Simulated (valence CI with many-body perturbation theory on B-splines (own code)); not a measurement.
# Re⁵⁴⁺ in brief

Level of theory: valence CI with perturbative core correlation (CI+MBPT): three valence electrons over a frozen Dirac-Fock core [Ar], a basis of 7 s, 7 p, 8 d, 6 f, 4 g, 1 h functions for each j, with the one-electron correlation potential Σ1, the two-electron term Σ2, the three-electron term Σ3, Breit, model QED; selected CI, second order for the rest, scaled by the run's own slope (own B-spline code, finite nucleus).

The last digits are not significant, and no measured levels were compared; by estimate large intervals hold to a few tenths of a per cent, small ones and those within an open d or f shell to about a per cent. Excitations out of the core, of the other parity, are not computed and may begin above about 236 eV (a cautious bound); beyond it only levels of the ground parity were kept, without lifetimes. Only levels of the ground parity were solved; by the run's estimate the other parity begins above the list, which can be wrong where configurations are misplaced.

Levels are named by their leading jj configuration (3d3/2^4 stands for four electrons in 3d with j = 3/2), which in mixed levels can hold well under half, so a name can repeat and another be missing.

Rates and lifetimes use the calculated energies. Strong lines usually hold to 10 to 20 %, long lifetimes can be off by a factor of two.

**Question.** What is the ground level?

**Answer.** (3d3/2^3) J=3/2, composition 43 % 3d³ ⁴F + 40 % 3d³ ²D + 11 % 3d³ ²P, g = 0.723.

**Question.** What is the ionisation energy?

**Answer.** 5237.6 eV; NIST lists 5236 ± 5 eV (theoretical).

**Question.** How well does LS coupling describe the low levels?

**Answer.** Among the lowest 19 levels the leading LS term, summed over configurations, holds 56 % on average. For single configurations the figures are 56 % in LS and 98 % in jj coupling. Terms mix most in the J = 3/2 level at 618750 cm⁻¹, where the leading one holds 38 %.
